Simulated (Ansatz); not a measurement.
Several settings on one geometry of Al(NH3)F3 (AlNF3H3) (that of the charge 0 singlet, r2SCAN-D4/def2-SVP). Ansatz on 4 threads of Intel Xeon on a shared host; times are rough.

```
atom    x (Å)    y (Å)    z (Å)
 Al1  -0.0024   0.0037  -1.0277
  N2   0.0023  -0.0035   0.9773
  H3  -0.6809   0.6625   1.3465
  H4   0.9231   0.2540   1.3413
  H5  -0.2327  -0.9309   1.3397
  F6   1.5957   0.3812  -1.3281
  F7  -1.1285   1.2011  -1.3188
  F8  -0.4764  -1.5681  -1.3302
```

Totals from different functionals, basis sets or treatments of relativity can't be compared as stabilities.

DK, ANO-RCC and x2c sets are all-electron and run with scalar relativity unless a key says otherwise. Correlated methods freeze 9 core orbitals.

The spins typed aren't always the lowest for that charge.

Question: Give the basis size and estimate the energy, ⟨S²⟩ and time of these runs.

| run | method | charge | state | further keys |
| --- | --- | --- | --- | --- |
| 1 | RKS ωPBEh/cc-pVDZ | 0 | singlet | fitting: {mean_field: cc-pVTZ-jkfit}; forces asked |
| 2 | UKS PBE0-DH/def2-mTZVPP | 1 | doublet | scf: {lower_state_search: off}; forces asked |
| 3 | ROKS B3LYP5/cc-pVTZ-DK | 1 | doublet | scf: {lower_state_search: light} |

Answer: 
```tsv
run	functions	energy (Eh)	⟨S²⟩	wall time
1	89	-598.3787	–	2.4 s
2	133	-597.9630	0.77	32 s
3	196	-599.0585	–	46 s
```
